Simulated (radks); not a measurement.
Br, configuration [Ar] 3d10 4s2 4p5. Calculated with a radial shooting solver on a logarithmic mesh with Libxc functionals: scalar-relativistic Kohn-Sham, Slater X-alpha with alpha = 0.752, spin-unpolarised, spherical densities, finite nucleus; Fermi nuclear charge, rms radius 4.1629 fm.

Unscreened Slater integrals over Kohn-Sham orbitals (eV).

integral,value
"F0(4p,4p)",11.851
"F2(4p,4p)",6.0524
"F0(4p,4s)",13.082
"G1(4p,4s)",8.4527
"F0(4p,3d)",15.714
"F2(4p,3d)",3.0302
"G1(4p,3d)",0.99532
"G3(4p,3d)",0.91025
"F0(4p,3p)",15.762
"F2(4p,3p)",2.8785
"G0(4p,3p)",0.69044
"G2(4p,3p)",0.79821
"F0(4s,4s)",14.795
"F0(4s,3d)",19.007
"G2(4s,3d)",1.5925
"F0(4s,3p)",19.087
"G1(4s,3p)",1.2557
"F0(3d,3d)",42.613
"F2(3d,3d)",20.362
"F4(3d,3d)",12.801
"F0(3d,3p)",42.920
"F2(3d,3p)",20.573
"G1(3d,3p)",24.850
"G3(3d,3p)",15.407
"F0(3p,3p)",43.662
"F2(3p,3p)",21.875

Derived for the open shells (J is the average intra-shell exchange parameter used in DFT+U). 4p: J = F2/5 = 1.210 eV.
